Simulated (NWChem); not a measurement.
System: MgH₁₂O₆ (charge +2); SMILES [OH2]->[Mg+2](<-[OH2])(<-[OH2])(<-[OH2])(<-[OH2])<-[OH2]

NWChem printed, in part:

```
             Northwest Computational Chemistry Package (NWChem) 7.3.0
             --------------------------------------------------------

 C1  symmetry detected

                             Geometry "geometry" -> ""
                             -------------------------

 Output coordinates in angstroms (scale by  1.889725989 to convert to a.u.)

  No.       Tag          Charge          X              Y              Z
 ---- ---------------- ---------- -------------- -------------- --------------
    1 Mg                  12.0000    -0.00026590     0.00140470     0.00081162
    2 O                    8.0000    -0.62827222     1.30861622     1.33859265
    3 H                    1.0000    -1.51268774     1.38022450     1.70292356
    4 H                    1.0000    -0.12578487     2.00439865     1.74961825
    5 O                    8.0000     1.80051037     0.80533403     0.06690326
    6 H                    1.0000     2.52086623     0.55767053     0.64983172
    7 H                    1.0000     2.13460670     1.52314386    -0.46099497
    8 O                    8.0000    -0.49894279     1.24779715    -1.44511883
    9 H                    1.0000    -0.39877106     1.10546267    -2.38839068
   10 H                    1.0000    -0.89409735     2.12817421    -1.32726576
   11 O                    8.0000     0.50278470    -1.25606719     1.43570825
   12 H                    1.0000     0.39848327    -1.10269138     2.39001276
   13 H                    1.0000     0.89380957    -2.12540291     1.32888784
   14 O                    8.0000    -1.80079815    -0.80256274    -0.06528118
   15 H                    1.0000    -2.52115401    -0.55489924    -0.64820964
   16 H                    1.0000    -2.12027327    -1.53106653     0.49357096
   17 O                    8.0000     0.62798444    -1.30584493    -1.33697057
   18 H                    1.0000     0.08966267    -2.00259792    -1.74909061
   19 H                    1.0000     1.51239995    -1.37745321    -1.70130148

 Effective nuclear repulsion energy (a.u.)     490.8729232684

                                Z-matrix (autoz)
                                --------

 Units are Angstrom for bonds and degrees for angles

[...]

      ----------------------
      Optimization converged
      ----------------------

  Step       Energy      Delta E   Gmax     Grms     Xrms     Xmax
  ---- ---------------- -------- -------- -------- -------- --------
@    6    -657.30631102 -2.9D-07  0.00005  0.00001  0.00060  0.00172
                                     ok       ok       ok       ok

                                Z-matrix (autoz)
                                --------

 Units are Angstrom for bonds and degrees for angles

[...]
```

Level: PBE0/def2-SVP. No frequency run checked for a minimum.

Write an input that gives this output.

This is not unique; one that fits is the input that was run:
```
start job
memory heap 200 mb stack 900 mb global 1100 mb
charge 2
geometry units angstroms
  Mg    -0.000077    -0.000022    -0.000094
  O     -0.673657     1.613491    -0.914270
  H     -1.470858     1.685559    -1.442789
  H     -0.275222     2.477436    -0.934204
  O      1.546430     1.028394     0.666346
  H      1.600633     1.519217     1.488666
  H      2.387963     1.151706     0.239539
  O      1.023293    -0.483430    -1.616237
  H      1.586493    -1.251001    -1.733266
  H      1.048234     0.021159    -2.446820
  O     -1.018575     0.469677     1.623257
  H     -1.586493     1.251001     1.733266
  H     -1.048234    -0.021159     2.446820
  O     -1.546430    -1.028394    -0.666346
  H     -1.600633    -1.519217    -1.488666
  H     -2.400448    -1.130724    -0.213268
  O      0.673657    -1.613491     0.914270
  H      0.250602    -2.488768     0.910716
  H      1.470858    -1.685559     1.442789
end
basis spherical
  * library def2-svp
end
dft
  xc pbe0
  iterations 150
end
driver
  maxiter 120
end
task dft optimize
```
